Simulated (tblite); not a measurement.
Problem. Write a Z-matrix for `C[PH2+]C1=CC=CC=C1` as optimised with GFN2-xTB. (Charge +1.)

Solution. 
Z-matrix in Å and degrees, rows numbered from 1:
```
C 
P   1  1.8041
C   2  1.7904  1  113.74
C   3  1.3958  2  119.54  1   -89.28
C   4  1.3826  3  119.24  2   178.54
C   5  1.3876  4  120.09  3    -0.04
C   6  1.3876  5  120.54  4     0.21
C   7  1.3826  6  120.09  5    -0.23
H   1  1.0910  2  110.39  3  -179.95
H   1  1.0922  2  109.44  3   -59.47
H   1  1.0922  2  109.48  3    59.55
H   2  1.3760  1  108.58  3  -122.75
H   2  1.3759  1  108.57  3   122.77
H   4  1.0814  3  120.25  2    -1.88
H   5  1.0788  4  119.79  3   179.70
H   6  1.0788  5  119.74  4   179.82
H   7  1.0787  6  120.14  5   179.51
H   8  1.0814  3  120.23  2     1.87
```

C5 (aromatic CH carbon) is planar (angles 120.1°, 120.1° and 119.8°, sum 360.0°, 0.00 Å off the plane of its three neighbours). C6 (aromatic CH carbon) is planar (angles 120.5°, 119.7° and 119.7°, sum 360.0°, 0.00 Å off the plane of its three neighbours). C3 (substituted aromatic carbon) is planar (angles 120.8°, 119.6° and 119.5°, sum 360.0°, 0.01 Å off the plane of its three neighbours). C4 (aromatic CH carbon) is planar (angles 120.5°, 120.2° and 119.2°, sum 360.0°, 0.00 Å off the plane of its three neighbours).

The geometry is computed with GFN2-xTB (gas phase).

Point group: Cs (every atom within 0.08 Å of its image). Its lowest GFN2-xTB frequency is 6i cm⁻¹, too small to tell a flat minimum from a shallow saddle. Torsions: C1–P2–C3–C4 -89°.

One conformer stands for the species.
